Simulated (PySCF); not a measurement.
Compound: C2H9NOSi.
Atom-mapped SMILES: `[CH3:1][NH:2][SiH2:3][O:4][CH3:5]` (hydrogens: H6, H7, H8 on C1; H9 on N2; H10, H11 on Si3; H12, H13, H14 on C5)

Theory: PySCF 2.14.0, PBE0-D3(BJ)/def2-SVP geometry optimisation, gas phase.

Q: List the bond lengths, angles and torsions at this level.

A: 
```tsv
bond	length (Å)	order
C1–N2	1.442	single
N2–Si3	1.720	single
Si3–O4	1.670	single
O4–C5	1.397	single
C1–H6, C1–H7, C1–H8	1.104	single
N2–H9	1.014	single
Si3–H10	1.497	single
Si3–H11	1.485	single
C5–H12, C5–H13, C5–H14	1.105	single
```

Bonds in one row agree within 0.01 Å and their mean is given. Orders are formal, as drawn. A selection of angles:
```tsv
angle	degrees
N2–C1–H6	112.0
N2–C1–H7	109.7
N2–C1–H8	113.7
H6–C1–H7	106.7
C1–N2–Si3	126.5
C1–N2–H9	114.0
Si3–N2–H9	118.1
N2–Si3–O4	116.6
N2–Si3–H10	105.6
N2–Si3–H11	109.0
O4–Si3–H10	108.3
O4–Si3–H11	103.4
H10–Si3–H11	114.3
Si3–O4–C5	123.3
O4–C5–H12	112.1
O4–C5–H14	109.1
H12–C5–H13	107.7
```

Torsions: C1–N2–Si3–O4 88° (synclinal); N2–Si3–O4–C5 -63° (synclinal). The mirror-image conformer, all signs reversed, is as good.

Si3 (oxygen-bound silicon) is distorted tetrahedral (angles from 103.4° to 116.6°). N2 (silicon-bound nitrogen) is almost planar (angles 126.5°, 118.1° and 114.0°, sum 358.6°, 0.09 Å off the plane of its three neighbours).

Point group: C1 (no symmetry element, even within 0.4 Å). Stationary, but not proved a minimum. The numbers are those of one conformer.
